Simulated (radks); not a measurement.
Cl+, 16 electrons, occupied as [Ne] 3s2 3p2 4f2 (not the ground configuration). Calculated with a radial shooting solver on a logarithmic mesh with Libxc functionals: scalar-relativistic Kohn-Sham, LDA (Slater exchange, Perdew-Wang correlation), spin-polarised, spherical densities, point nucleus; open shells are filled with parallel spins first.

Normalised radial functions P(r) = r R(r), r in bohr:

r	4f up
0.007897	0.0000
0.01207	0.0000
0.01844	0.0000
0.02795	0.0000
0.04271	0.0000
0.06527	0.0000
0.09974	0.0000
0.1512	0.0001
0.231	0.0003
0.353	0.0014
0.5394	0.0051
0.8177	0.0166
1.25	0.0490
1.909	0.1220
2.918	0.2467
4.458	0.3924
6.758	0.4016
10.33	0.1916
15.78	0.0289

4f up: eigenvalue -3.344 eV, 0 radial nodes, <r> = 6.37 bohr, 90 % of the charge inside 9.42 bohr.
